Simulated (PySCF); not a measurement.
These are ωB97X-D3(BJ)/def2-TZVP // B3LYP-D3(BJ)/def2-TZVP run with PySCF values and carry that method's errors. Isolated molecules, 0 K electronic values unless said otherwise. Excitations are Tamm–Dancoff values on a coarser integration grid. The basis has no diffuse functions, so Rydberg states are missing or too high.

Reference species (SMILES): `C#CC=C` (neutral, multiplicity 1).

```yaml
HOMO–LUMO gap: 10.63 eV
S1 oscillator strength: 0.000
HOMO: -9.48 eV
T1 excitation (TDA): 3.65 eV
```

Changed species: `C#CB` (X = boryl; the reference has X = vinyl).

Task: What does the change do to the HOMO–LUMO gap, S1 oscillator strength, HOMO and T1 excitation (TDA)?

Result: the HOMO–LUMO gap falls by 0.35 eV, to 10.28 eV; the S1 oscillator strength hardly moves; the HOMO drops by 1.04 eV, to -10.52 eV; the T1 excitation (TDA) rises by 0.12 eV, to 3.77 eV.
